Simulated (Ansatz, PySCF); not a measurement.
H6As2GeO2 (SMILES [OH][Ge]([OH])([AsH2])[AsH2]), singlet, geometry from GFN2-xTB, with bond 10-5 at 1.4 times its length. Base run: CASSCF(4,3)/STO-3G (PySCF).

Here is a job for PySCF.
```python
from pyscf import gto, scf, mcscf
import numpy

mol = gto.Mole()
mol.atom = '''
    O    -0.434795   -1.622215    1.317649
    Ge   -0.049849   -0.512412   -0.016110
    O     0.093081   -1.720777   -1.352594
    As    2.179778    0.396799    0.459629
    As   -2.061754    0.839033   -0.406148
    H    -0.480825   -2.531280    1.027927
    H     0.307956   -1.375363   -2.215237
    H     1.982016    1.439890   -0.620212
    H     1.564362    1.352223    1.443156
    H    -0.959474    2.094923   -1.710566
    H    -1.664996    1.737082    0.732445
'''
mol.basis = 'sto-3g'
mol.charge = 0
mol.spin = 0
mol.verbose = 4
mol.build()

mf = scf.RHF(mol)
mf.kernel()
mc = mcscf.CASSCF(mf, 3, 4)
mc.fix_spin_(ss=0.0)
mc.kernel()
occ = numpy.linalg.eigvalsh(mc.fcisolver.make_rdm1(mc.ci, mc.ncas, mc.nelecas))[::-1]
ss = mc.fcisolver.spin_square(mc.ci, mc.ncas, mc.nelecas)[0]
print('natural occupations', occ.round(4), ' <S^2>', round(ss, 4))
```

Programs used: Ansatz (a first-principles code), PySCF; a row that names a program was run with it.

Each row names what was changed in the base input (with any setting that the change needs).

| change | ΔE vs base (kcal/mol) | natural occupations | <S^2> of the state | outcome |
|---|---|---|---|---|
| base | 0.000 | 2.00 1.83 0.17 | 0.00 | converged |
| active space = 10 electrons, 8 orbitals | -20.04 | 2.00 2.00 1.97 1.97 1.83 0.17 0.03 0.03 | 0.00 | converged |
| correction = SC-NEVPT2 | -98.2 | 2.00 1.83 0.17 | 0.00 | converged |
| solver = newton | - | - | - | not converged |
| orbitals = fixed (CASCI) | 16.35 | 2.00 1.91 0.09 | 0.00 | converged |
| active space = 8 electrons, 9 orbitals | -29.10 | 1.98 1.97 1.97 1.83 0.17 0.03 0.03 0.02 0.00 | 0.00 | converged |
| state_average = 2 states | 0.83 | - | - | converged |
| orbitals = fixed (CASCI); correction = SC-NEVPT2 | -95.2 | 2.00 1.91 0.09 | 0.00 | converged |
| fix_spin_ = off | 0.000 | 2.00 1.83 0.17 | 0.00 | converged |
| start = MP2 natural orbitals | 0.000 | 2.00 1.83 0.17 | 0.00 | converged |
| code = ansatz; correction = SC-NEVPT2, all electrons | -98.2 | - | - | converged |

Active orbitals are taken around the Fermi level unless the row says otherwise; CASSCF can end in different local minima, and two programs can end on different orbitals. State-averaged rows give the lowest state.
